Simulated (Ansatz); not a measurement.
Reactions of CH2ClFOSi, SMILES `F[SiH]1OC1Cl`.

Calculated with Ansatz (gas phase, PBE0-D4/def2-TZVP geometries, no zero-point term in ΔE). CCSD(T)/CBS adds triple-zeta CCSD(T) − MP2 to the extrapolated MP2 energy (def2 sets, frozen cores). This one scheme is used for every species, atoms too. DFT in def2-TZVPP. B3LYP here is the variant with VWN-RPA as its local correlation; programs differ in this. Open shells (•) are unrestricted, without spin–orbit coupling. Spin–orbit coupling would lower the free atoms: a little for C, Cl, F, O, Si. One conformer a species, not always the lowest.

| reaction | CCSD(T)/CBS(def2) (eV) |
| --- | --- |
| `F[Si@H]1O[C@@H]1Cl` → C• + Cl• + F• + 2 H• + O• + Si• | ? |
| `F[Si@H]1O[C@@H]1Cl` → `FC1(Cl)O[SiH2]1` | 2.16 |
| `F[Si@H]1O[C@@H]1Cl` + H₂ → `F[SiH]1CO1` + HCl | -0.79 |
| `F[Si@H]1O[C@@H]1Cl` + H₂ → `ClC1O[SiH2]1` + H–F | 1.24 |
| `F[Si@H]1O[C@@H]1Cl` + H₂O → `O[Si@@H]1O[C@@H]1Cl` + H–F | ? |
| `F[Si@H]1O[C@@H]1Cl` + CH₄ → `C[C@H]1O[Si@H]1F` + HCl | -0.24 |

Q: Fill in the missing values. (Best estimate.)

A: Computed: `F[Si@H]1O[C@@H]1Cl` → C• + Cl• + F• + 2 H• + O• + Si•: +27.24 eV; `F[Si@H]1O[C@@H]1Cl` + H₂O → `O[Si@@H]1O[C@@H]1Cl` + H–F: +0.24 eV.

Largest T1 diagnostic: 0.014, for `FC1(Cl)O[SiH2]1`.
